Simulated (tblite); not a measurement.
Record of a relaxation.

C₆H₅BrClOP.
SMILES with atom numbers: `[CH3:1][O:2][c:3]1[cH:4][c:5]([Cl:6])[cH:7][c:8]([Br:9])[p:10]1` (hydrogens: H11, H12, H13 on C1; H14 on C4; H15 on C7)

Computed with GFN2-xTB (tblite), gas phase: L-BFGS steps from a force-field or distance-geometry start until the largest atomic force falls under 0.01 eV/Å. 6 of its 32 geometries are shown.

Step 0: E = -832.0407 eV, largest atomic force 2.274 eV/Å
```
atom  x, y, z in Å  |  force x, y, z in eV/Å
C1     -2.808   -0.856    0.033   -0.626   0.738   0.005
O2     -1.974    0.256   -0.268    1.607  -1.391   0.809
C3     -0.605    0.074    0.016   -0.142   0.311  -0.183
C4      0.141    1.222   -0.314    0.627  -0.648   0.422
C5      1.530    1.346   -0.139   -0.846  -0.256  -0.136
Cl6     2.254    2.850   -0.611   -0.064  -0.207   0.086
C7      2.369    0.349    0.358    0.060  -0.353   0.240
C8      1.924   -0.898    0.773   -1.890   0.388  -0.470
Br9     3.187   -2.156    1.437   -0.266   0.114  -0.078
P10     0.164   -1.437    0.712    0.713   1.687  -0.532
H11    -3.842   -0.565   -0.232    0.463   0.098   0.032
H12    -2.814   -1.092    1.105    0.269  -0.032  -0.133
H13    -2.562   -1.725   -0.562    0.317  -0.278  -0.055
H14    -0.399    2.069   -0.716   -0.014  -0.123   0.032
H15     3.431    0.572    0.442   -0.208  -0.046  -0.039
```

Step 6: E = -832.3953 eV, largest atomic force 0.414 eV/Å
```
atom  x, y, z in Å  |  force x, y, z in eV/Å
C1     -2.780   -0.868    0.044    0.058   0.099   0.007
O2     -1.889    0.192   -0.226   -0.007   0.052  -0.036
C3     -0.563    0.074    0.021   -0.209  -0.043  -0.005
C4      0.158    1.218   -0.305   -0.094  -0.033  -0.024
C5      1.519    1.347   -0.149   -0.024   0.033   0.018
Cl6     2.244    2.828   -0.602    0.165   0.361  -0.117
C7      2.344    0.358    0.359   -0.022  -0.068  -0.012
C8      1.826   -0.855    0.739   -0.240  -0.032  -0.012
Br9     3.072   -2.120    1.407    0.004  -0.252   0.099
P10     0.154   -1.385    0.689    0.076  -0.025   0.013
H11    -3.773   -0.504   -0.244    0.224  -0.047   0.042
H12    -2.784   -1.117    1.110    0.061  -0.064   0.006
H13    -2.534   -1.755   -0.545    0.061  -0.037   0.039
H14    -0.399    2.046   -0.708   -0.108   0.076  -0.042
H15     3.402    0.549    0.444    0.056  -0.021   0.022
```

Step 12: E = -832.4208 eV, largest atomic force 0.164 eV/Å
```
atom  x, y, z in Å  |  force x, y, z in eV/Å
C1     -2.753   -0.873    0.052   -0.008   0.042  -0.008
O2     -1.886    0.198   -0.228    0.002   0.080  -0.022
C3     -0.564    0.085    0.018   -0.043   0.037  -0.026
C4      0.156    1.231   -0.311   -0.003   0.038  -0.005
C5      1.519    1.369   -0.154    0.025  -0.057   0.007
Cl6     2.257    2.864   -0.614   -0.032  -0.098   0.036
C7      2.329    0.359    0.352    0.008  -0.036   0.033
C8      1.801   -0.853    0.735   -0.018  -0.039   0.004
Br9     3.025   -2.166    1.419   -0.133   0.082  -0.049
P10     0.135   -1.381    0.683    0.084  -0.026   0.025
H11    -3.737   -0.507   -0.238   -0.035  -0.107   0.041
H12    -2.752   -1.133    1.115    0.062   0.023   0.046
H13    -2.503   -1.763   -0.530    0.079  -0.034  -0.042
H14    -0.422    2.048   -0.712   -0.012   0.083  -0.033
H15     3.390    0.531    0.450    0.023   0.013  -0.006
```

Step 19: E = -832.4404 eV, largest atomic force 0.101 eV/Å
```
atom  x, y, z in Å  |  force x, y, z in eV/Å
C1     -2.714   -0.879    0.060   -0.042  -0.032   0.016
O2     -1.906    0.228   -0.241   -0.029   0.012  -0.016
C3     -0.584    0.118    0.001   -0.006   0.052  -0.021
C4      0.145    1.258   -0.323    0.070   0.006   0.008
C5      1.512    1.364   -0.156    0.054   0.069  -0.009
Cl6     2.267    2.850   -0.606    0.023  -0.012   0.006
C7      2.320    0.351    0.355   -0.064  -0.001  -0.021
C8      1.770   -0.853    0.729   -0.015  -0.017   0.010
Br9     2.930   -2.204    1.422    0.038   0.030  -0.006
P10     0.102   -1.356    0.668   -0.025   0.012  -0.009
H11    -3.730   -0.594   -0.203   -0.040   0.011  -0.017
H12    -2.666   -1.122    1.125    0.016  -0.040   0.049
H13    -2.415   -1.756   -0.523    0.021  -0.050  -0.007
H14    -0.421    2.087   -0.726    0.095  -0.025   0.023
H15     3.385    0.516    0.453   -0.096  -0.015  -0.006
```

Step 25: E = -832.4442 eV, largest atomic force 0.039 eV/Å
```
atom  x, y, z in Å  |  force x, y, z in eV/Å
C1     -2.712   -0.885    0.063    0.013  -0.012   0.002
O2     -1.914    0.232   -0.244    0.000  -0.016   0.007
C3     -0.590    0.129   -0.004    0.009   0.007   0.002
C4      0.149    1.264   -0.324   -0.015   0.014  -0.011
C5      1.516    1.367   -0.156   -0.023   0.018  -0.009
Cl6     2.281    2.850   -0.605    0.007  -0.036   0.014
C7      2.310    0.347    0.354    0.003   0.024  -0.007
C8      1.757   -0.856    0.729    0.003   0.021  -0.008
Br9     2.925   -2.199    1.419    0.029  -0.017   0.010
P10     0.089   -1.351    0.664   -0.032   0.008  -0.008
H11    -3.733   -0.612   -0.198    0.018  -0.006   0.008
H12    -2.652   -1.129    1.130   -0.012   0.000  -0.014
H13    -2.401   -1.761   -0.518   -0.015   0.006   0.007
H14    -0.401    2.101   -0.728   -0.005   0.014  -0.005
H15     3.372    0.509    0.454    0.020  -0.025   0.012
```

Step 31: E = -832.4446 eV, largest atomic force 0.009 eV/Å
```
atom  x, y, z in Å  |  force x, y, z in eV/Å
C1     -2.711   -0.887    0.064   -0.001  -0.001   0.000
O2     -1.915    0.231   -0.244   -0.001  -0.004   0.001
C3     -0.591    0.133   -0.005    0.000  -0.001   0.000
C4      0.148    1.268   -0.326   -0.001   0.001   0.001
C5      1.515    1.368   -0.157    0.000  -0.002   0.000
Cl6     2.286    2.846   -0.603    0.008   0.003   0.000
C7      2.308    0.347    0.354    0.001  -0.002   0.001
C8      1.756   -0.855    0.728    0.001  -0.003   0.002
Br9     2.928   -2.197    1.419   -0.002   0.002  -0.002
P10     0.086   -1.348    0.662   -0.002   0.002   0.000
H11    -3.732   -0.615   -0.196   -0.001   0.000   0.000
H12    -2.652   -1.131    1.131    0.001   0.000  -0.003
H13    -2.401   -1.763   -0.517    0.000   0.003   0.002
H14    -0.401    2.107   -0.730   -0.004  -0.001   0.000
H15     3.372    0.504    0.456    0.002   0.004  -0.001
```

**Question.** Summarise the path.

**Answer.** The energy falls by 9.31 kcal/mol from step 0 to step 31; nine tenths of that is first reached at step 8. It falls at every step. The largest force goes from 2.274 to 0.009 eV/Å. Among the bonds C8–P10 changes most, from 1.842 to 1.742 Å; the atoms move by 0.124 Å rms after alignment.

**Question.** Follow the three bonds and two angles with the largest change from start to end.

**Answer.** 
```json
{"step": "0", "E above end (kcal/mol)": "9.31", "largest force (eV/Å)": "2.274", "C8–P10 (Å)": "1.842", "C3–P10 (Å)": "1.833", "O2–C3 (Å)": "1.410", "O2–C3–P10 (°)": "126.2", "C7–C8–P10 (°)": "124.0"}
{"step": "1", "E above end (kcal/mol)": "5.43", "largest force (eV/Å)": "1.185", "C8–P10 (Å)": "1.801", "C3–P10 (Å)": "1.820", "O2–C3 (Å)": "1.380", "O2–C3–P10 (°)": "125.9", "C7–C8–P10 (°)": "125.1"}
{"step": "3", "E above end (kcal/mol)": "2.75", "largest force (eV/Å)": "0.607", "C8–P10 (Å)": "1.750", "C3–P10 (Å)": "1.774", "O2–C3 (Å)": "1.355", "O2–C3–P10 (°)": "125.0", "C7–C8–P10 (°)": "126.4"}
{"step": "4", "E above end (kcal/mol)": "1.97", "largest force (eV/Å)": "0.438", "C8–P10 (Å)": "1.757", "C3–P10 (Å)": "1.756", "O2–C3 (Å)": "1.359", "O2–C3–P10 (°)": "123.7", "C7–C8–P10 (°)": "126.9"}
{"step": "5", "E above end (kcal/mol)": "1.59", "largest force (eV/Å)": "0.396", "C8–P10 (Å)": "1.758", "C3–P10 (Å)": "1.755", "O2–C3 (Å)": "1.359", "O2–C3–P10 (°)": "123.2", "C7–C8–P10 (°)": "127.3"}
{"step": "7", "E above end (kcal/mol)": "0.94", "largest force (eV/Å)": "0.306", "C8–P10 (Å)": "1.749", "C3–P10 (Å)": "1.761", "O2–C3 (Å)": "1.351", "O2–C3–P10 (°)": "122.8", "C7–C8–P10 (°)": "128.8"}
{"step": "8", "E above end (kcal/mol)": "0.82", "largest force (eV/Å)": "0.236", "C8–P10 (Å)": "1.745", "C3–P10 (Å)": "1.763", "O2–C3 (Å)": "1.349", "O2–C3–P10 (°)": "122.9", "C7–C8–P10 (°)": "129.2"}
{"step": "9", "E above end (kcal/mol)": "0.75", "largest force (eV/Å)": "0.154", "C8–P10 (Å)": "1.745", "C3–P10 (Å)": "1.762", "O2–C3 (Å)": "1.348", "O2–C3–P10 (°)": "122.8", "C7–C8–P10 (°)": "129.2"}
{"step": "11", "E above end (kcal/mol)": "0.61", "largest force (eV/Å)": "0.149", "C8–P10 (Å)": "1.747", "C3–P10 (Å)": "1.756", "O2–C3 (Å)": "1.349", "O2–C3–P10 (°)": "122.3", "C7–C8–P10 (°)": "128.8"}
{"step": "12", "E above end (kcal/mol)": "0.55", "largest force (eV/Å)": "0.164", "C8–P10 (Å)": "1.748", "C3–P10 (Å)": "1.755", "O2–C3 (Å)": "1.350", "O2–C3–P10 (°)": "122.0", "C7–C8–P10 (°)": "128.5"}
{"step": "13", "E above end (kcal/mol)": "0.49", "largest force (eV/Å)": "0.148", "C8–P10 (Å)": "1.748", "C3–P10 (Å)": "1.755", "O2–C3 (Å)": "1.350", "O2–C3–P10 (°)": "121.7", "C7–C8–P10 (°)": "128.2"}
{"step": "15", "E above end (kcal/mol)": "0.36", "largest force (eV/Å)": "0.136", "C8–P10 (Å)": "1.743", "C3–P10 (Å)": "1.758", "O2–C3 (Å)": "1.350", "O2–C3–P10 (°)": "121.5", "C7–C8–P10 (°)": "128.1"}
{"step": "16", "E above end (kcal/mol)": "0.28", "largest force (eV/Å)": "0.180", "C8–P10 (Å)": "1.741", "C3–P10 (Å)": "1.760", "O2–C3 (Å)": "1.350", "O2–C3–P10 (°)": "121.5", "C7–C8–P10 (°)": "128.2"}
{"step": "18", "E above end (kcal/mol)": "0.14", "largest force (eV/Å)": "0.159", "C8–P10 (Å)": "1.742", "C3–P10 (Å)": "1.759", "O2–C3 (Å)": "1.348", "O2–C3–P10 (°)": "121.4", "C7–C8–P10 (°)": "128.6"}
{"step": "19", "E above end (kcal/mol)": "0.10", "largest force (eV/Å)": "0.101", "C8–P10 (Å)": "1.743", "C3–P10 (Å)": "1.758", "O2–C3 (Å)": "1.348", "O2–C3–P10 (°)": "121.3", "C7–C8–P10 (°)": "128.7"}
{"step": "20", "E above end (kcal/mol)": "0.07", "largest force (eV/Å)": "0.084", "C8–P10 (Å)": "1.745", "C3–P10 (Å)": "1.757", "O2–C3 (Å)": "1.349", "O2–C3–P10 (°)": "121.1", "C7–C8–P10 (°)": "128.7"}
{"step": "22", "E above end (kcal/mol)": "0.03", "largest force (eV/Å)": "0.068", "C8–P10 (Å)": "1.744", "C3–P10 (Å)": "1.758", "O2–C3 (Å)": "1.350", "O2–C3–P10 (°)": "120.9", "C7–C8–P10 (°)": "128.7"}
{"step": "23", "E above end (kcal/mol)": "0.02", "largest force (eV/Å)": "0.059", "C8–P10 (Å)": "1.743", "C3–P10 (Å)": "1.759", "O2–C3 (Å)": "1.350", "O2–C3–P10 (°)": "120.9", "C7–C8–P10 (°)": "128.6"}
{"step": "24", "E above end (kcal/mol)": "0.02", "largest force (eV/Å)": "0.039", "C8–P10 (Å)": "1.742", "C3–P10 (Å)": "1.759", "O2–C3 (Å)": "1.350", "O2–C3–P10 (°)": "120.8", "C7–C8–P10 (°)": "128.6"}
{"step": "26", "E above end (kcal/mol)": "0.01", "largest force (eV/Å)": "0.042", "C8–P10 (Å)": "1.742", "C3–P10 (Å)": "1.760", "O2–C3 (Å)": "1.350", "O2–C3–P10 (°)": "120.5", "C7–C8–P10 (°)": "128.5"}
{"step": "27", "E above end (kcal/mol)": "0.00", "largest force (eV/Å)": "0.027", "C8–P10 (Å)": "1.742", "C3–P10 (Å)": "1.759", "O2–C3 (Å)": "1.350", "O2–C3–P10 (°)": "120.4", "C7–C8–P10 (°)": "128.5"}
{"step": "28", "E above end (kcal/mol)": "0.00", "largest force (eV/Å)": "0.018", "C8–P10 (Å)": "1.742", "C3–P10 (Å)": "1.759", "O2–C3 (Å)": "1.350", "O2–C3–P10 (°)": "120.4", "C7–C8–P10 (°)": "128.5"}
{"step": "30", "E above end (kcal/mol)": "0.00", "largest force (eV/Å)": "0.013", "C8–P10 (Å)": "1.742", "C3–P10 (Å)": "1.759", "O2–C3 (Å)": "1.350", "O2–C3–P10 (°)": "120.4", "C7–C8–P10 (°)": "128.5"}
{"step": "31", "E above end (kcal/mol)": "0.00", "largest force (eV/Å)": "0.009", "C8–P10 (Å)": "1.742", "C3–P10 (Å)": "1.759", "O2–C3 (Å)": "1.350", "O2–C3–P10 (°)": "120.4", "C7–C8–P10 (°)": "128.4"}
```

What follows is the cost of the whole relaxation. Time: 0.3 s wall. Hardware: one thread, Intel Xeon 6975P-C (x86_64), no GPU, shared host with 192 logical CPUs at a one-minute load of 18.
